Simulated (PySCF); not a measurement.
Run record for `P[Si@@H]([SiH3])C#C`: B97-2/def2-SVPD, IEF-PCM tetrahydrofuran, grid level 3, full TDDFT, 6 singlets.

Method: TDDFT B97-2/def2-SVPD, vertical, IEF-PCM tetrahydrofuran (non-equilibrium linear response), core orbitals frozen in the response (PySCF 2.14.0, density-fitted response routines). Geometry: GFN2-xTB. The input is one job of a driver script: a line of settings, then coordinates in Å.

Command:
```bash
OMP_NUM_THREADS=1 python probes_run.py task.json out
```

Input:
```
{"job": {"kind": "uv", "xc": "B97-2", "basis": "def2-SVPD", "solvent": "tetrahydrofuran", "nstates": 6, "ntriplets": 5, "tda": false, "grid": 3}, "charge": 0, "multiplicity": 1}
C     -0.255273     2.929949    -0.004315
C     -0.058172     1.760029    -0.204169
Si     0.246436    -0.051678    -0.454440
Si    -1.542673    -1.357317     0.257003
P      2.090021    -0.479717     0.778173
H     -0.424670     3.955475     0.161893
H      0.567193    -0.160753    -1.893917
H     -2.808280    -0.701357    -0.069322
H     -1.523467    -1.609064     1.698662
H     -1.547820    -2.663053    -0.411059
H      2.971809     0.108696    -0.107235
H      2.286094    -1.731896     0.222700
```

Output:
```
coarse grid: 11384 points
cycle   1  E = -1000.2304977168  dE =  1.554e-01  |g| = 3.283e-01  |ddm| = 6.931e+00
cycle   2  E = -1000.2292294721  dE =  1.268e-03  |g| = 3.276e-01  |ddm| = 1.452e+00
cycle   3  E = -1000.2611981029  dE = -3.197e-02  |g| = 5.351e-02  |ddm| = 5.820e-01
cycle   4  E = -1000.2615197029  dE = -3.216e-04  |g| = 4.134e-02  |ddm| = 1.085e-01
cycle   5  E = -1000.2619713095  dE = -4.516e-04  |g| = 4.924e-03  |ddm| = 5.805e-02
cycle   6  E = -1000.2619795846  dE = -8.275e-06  |g| = 8.824e-04  |ddm| = 1.509e-02
final grid: 154432 points
cycle   7  E = -1000.3772714656  dE = -1.173e-05  |g| = 1.577e-03  |ddm| = 8.061e-02
cycle   8  E = -1000.3772716698  dE = -2.043e-07  |g| = 1.380e-03  |ddm| = 6.582e-03
cycle   9  E = -1000.3772722310  dE = -5.612e-07  |g| = 4.447e-04  |ddm| = 3.084e-03
cycle  10  E = -1000.3772722809  dE = -4.988e-08  |g| = 1.067e-04  |ddm| = 6.210e-04
cycle  11  E = -1000.3772722839  dE = -3.002e-09  |g| = 2.001e-05  |ddm| = 2.039e-04
cycle  12  E = -1000.3772722841  dE = -1.519e-10  |g| = 4.843e-06  |ddm| = 5.712e-05
converged SCF energy = -1000.3772722841

Static polarisability (au): isotropic 142.552, principal 118.416 151.156 158.084

Singlet excitations
state   eV       nm        f      main configurations
  1   5.8241    212.9   0.01795   H->L+1 0.62, H->L 0.17
  2   5.8628    211.5   0.13437   H->L 0.70, H->L+1 0.21
  3   6.0525    204.8   0.02487   H-1->L 0.58, H-1->L+1 0.11
  4   6.1241    202.5   0.01525   H->L+2 0.52, H-1->L+1 0.16, H-2->L 0.15
  5   6.2861    197.2   0.03817   H-1->L+1 0.37, H->L+2 0.24, H-2->L+1 0.10
  6   6.3327    195.8   0.00266   H-2->L 0.37, H-2->L+1 0.22, H-1->L 0.08

Triplet excitations (Tamm-Dancoff, eV): 5.0644 5.3682 5.5088 5.6042 5.7890
```

The SCF starts on a coarse grid where the log names one; the energy can jump when the final grid takes over, and dE then counts from the start density on the new grid. H and L stand for HOMO and LUMO; the number after each pair is its weight.

Give the mean polarisability as a volume in Å³, and the ratio of the largest to the smallest principal value.

142.552 au × 0.148185 = 21.12 Å³; 158.084/118.416 = 1.33.

Give S1 in cm⁻¹ and kJ/mol.

5.8241 eV × 8065.54 = 46975 cm⁻¹; × 96.485 = 561.9 kJ/mol.

In short: SCF converged in 12 cycles with 168 basis and 708 fitting functions; HOMO -7.22 eV, LUMO -0.49 eV; lowest singlet 5.82 eV; lowest triplet 5.06 eV (Tamm–Dancoff); mean polarisability 142.6 au.

Geometry: GFN2-xTB, one conformer.

On an Intel Xeon Platinum 8488C with one thread, shared host, this took 27 s and 0.82 GiB of memory at its peak.

The values belong to the conformer `[CH:1]#[C:2][Si@H:3]([SiH3:4])[PH2:5]`: H–P5–Si3–C2 -75°, H–P5–Si3–C2 -168°.
